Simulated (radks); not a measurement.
The numbers below are computed, except where a source is named.
Polarisability of the argon ion Ar5+, [Ne] 3s2 3p1, at imaginary frequency. Code: a radial shooting solver on a logarithmic mesh with Libxc functionals. Model: non-relativistic Kohn-Sham, LB94 model potential, spin-polarised, spherical densities, point nucleus; open shells are filled with parallel spins first. Response by self-consistent Sternheimer equations with the Hartree and adiabatic LDA kernel.

w (hartree)  alpha1(iw) (bohr^3)
0.00266                    2.315
0.0143                     2.314
0.0360                     2.311
0.0697                     2.299
0.118                      2.271
0.186                      2.211
0.280                      2.093
0.413                      1.887
0.605                      1.573
0.892                      1.169
1.35                      0.7524
2.12                      0.4148
3.59                      0.1970
6.94                     0.08021
17.5                     0.02275

Static values: alpha1 = 2.315 bohr^3 (0.3430 angstrom^3; uncoupled 3.928). C6 = 3.726, triple-dipole C9 = 6.236 atomic units. One-pole (London) frequency 4 C6 / (3 alpha1^2) = 0.927 hartree, against 3.333 for minus the highest occupied eigenvalue.
